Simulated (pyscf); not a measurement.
H₃C–N(CH₃)–Sn(OH)(OH)–OH (SMILES C[N](C)[Sn]([OH])([OH])[OH]), singlet

Gas-phase minimum from PySCF at ωB97X-D3(BJ)/def2-SVP, one conformer. 

```
N
C 1 1.4481
H 2 1.1021 1 110.14
H 2 1.1064 3 107.38 1 120.25
H 2 1.1095 3 108.05 4 115.57
C 1 1.4494 2 115.66 3 177.81
H 6 1.1009 1 109.98 2 -179.77
H 6 1.1063 7 107.61 1 -120.24
H 6 1.1094 7 108.30 8 -115.90
Sn 1 1.9928 2 119.00 3 -29.12
O 10 1.9674 1 104.62 2 169.37
H 11 0.9653 10 111.45 1 148.81
O 10 1.9712 11 107.12 12 21.34
H 13 0.9660 10 110.99 11 -120.87
O 10 1.9726 11 114.78 12 -91.34
H 15 0.9653 10 112.09 11 -62.40
```
Charge 0, spin multiplicity 1.

Properties at ωB97X-D3(BJ)/def2-SVP:

```
Quantity                                                                                                                                                                                                                                                                                                                                                  Value
---------------------------------------------------------------------------------------------------------------------  ----------------------------------------------------------------------------------------------------------------------------------------------------------------------------------------------------------------------------------------
Harmonic wavenumbers, unscaled                                                                                         49, 77, 106, 134, 154, 174, 185, 199, 224, 246, 258, 272, 285, 308, 559, 641, 651, 661, 835, 855, 861, 1016, 1102, 1127, 1171, 1285, 1305, 1443, 1467, 1470, 1478, 1495, 1511, 2999, 3002, 3070, 3077, 3139, 3156, 3888, 3896, 3897 cm⁻¹
Zero-point energy                                                                                                                                                                                                                                                                                                                                 76.8 kcal/mol
Rotational symmetry number                                                                                                                                                                                                                                                                                                                                    1
Entropy of this conformer at 298 K and 1 atm, rigid rotor and harmonic oscillator, modes under 100 cm⁻¹ raised to 100                                                                                                                                                                                                                           443.0 J/(mol K)
Dipole moment                                                                                                                                                                                                                                                                                                                                            0.93 D
```

Single-point totals, which compare only within one level:

```
level                   total energy (hartree)
----------------------  ----------------------
ωB97X-D3(BJ)/def2-TZVP              -576.74304
PBE/def2-TZVP                       -576.14014
r²SCAN/def2-TZVP                    -576.44989
B3LYP-D3(BJ)/def2-TZVP              -576.65742
PBE0-D3(BJ)/def2-TZVP               -576.17013
M06-2X/def2-TZVP                    -576.35386
ωB97M-D3(BJ)/def2-TZVP              -576.67817
```

The lowest mode is so soft that the shape along it may change with the basis. Soft torsions are taken as harmonic, which can shift the entropy by several J/(mol K). Elements past Kr carry the def2 core potentials, without spin-orbit coupling.
